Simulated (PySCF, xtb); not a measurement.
SnFCl, SMILES [Sn]([F])[Cl] (connectivity only; charge and spin as stated), neutral, multiplicity 1.

xtb with GFN2-xTB at its own geometry gives an orbital gap of 4.44 eV and a dipole moment of 6.28 D.

Coordinates come from a PBE0-D3(BJ)/def2-TZVP optimisation. The def2 effective core potentials stand for the cores of Sn; spin–orbit coupling is left out.

Q: What does B3LYP/def2-TZVPD (PySCF) give? (An estimate is asked for; the answer gives what the named calculation found.)

A: gap 4.93 eV (levels -8.20 and -3.27 eV), dipole 3.56 D.
